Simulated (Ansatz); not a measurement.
Program: Ansatz. Geometries: PBE0-D4/def2-TZVP. ΔE: electronic, gas phase. CBS: MP2 limit from def2 TZ/QZ plus the TZ coupled-cluster correction, frozen cores. DFT in def2-TZVPP. B3LYP here is the variant with VWN-RPA as its local correlation; programs differ in this. For Se outer-core shells are correlated without core-valence functions, which leaves a few kJ/mol of doubt a bond. Scalar relativity is left out up to krypton. Each species was taken in one conformer, which may not be the lowest.

`OCS[SiH3]` + `OC(O)=[Se]` → `OC(=[Se])O[SiH3]` + `OCS`  (ligand exchange at the Si–S bond)

| level | ΔE (kJ/mol) | difference from CCSD(T)/CBS |
| --- | --- | --- |
| PBE-D4 | -5.8 | 18.0 |
| r2SCAN-D4 | -12.7 | 11.1 |
| PBE0-D4 | -9.9 | 13.9 |
| B3LYP-D4 | -21.4 | 2.4 |
| ωB97X-V | -20.8 | 3.0 |
| ωB97M-V | -21.2 | 2.6 |
| B2PLYP | -23.3 | 0.5 |
| PBE | -5.5 | 18.3 |
| r2SCAN | -12.6 | 11.2 |
| PBE0 | -9.6 | 14.2 |
| B3LYP | -20.7 | 3.1 |
| HF/def2-TZVPP | -32.0 | -8.2 |
| MP2/def2-TZVPP | -24.3 | -0.5 |
| SCS-MP2/def2-TZVPP | -28.3 | -4.5 |
| CCSD/def2-TZVPP | -26.9 | -3.1 |
| CCSD(T)/def2-TZVPP | -24.7 | -0.9 |
| HF/def2-QZVPP | -33.7 | -9.9 |
| MP2/def2-QZVPP | -24.3 | -0.5 |
| SCS-MP2/def2-QZVPP | -27.9 | -4.1 |
| HF/CBS(def2) | -33.9 | -10.1 |
| MP2/CBS(def2) | -23.4 | 0.4 |
| CCSD/CBS(def2) | -26.1 | -2.3 |
| CCSD(T)/CBS | -23.8 | 0 |

Largest T1 diagnostic among the species: 0.016.

From PBE to PBE0 (25 % exact exchange), in def2-TZVPP and without D4, ΔE moves by −4.1 kJ/mol. In def2-TZVPP, CCSD(T) changes the Hartree–Fock value by +7.3 kJ/mol (the triples alone add +2.2 kJ/mol) and MP2 by +7.7 kJ/mol.
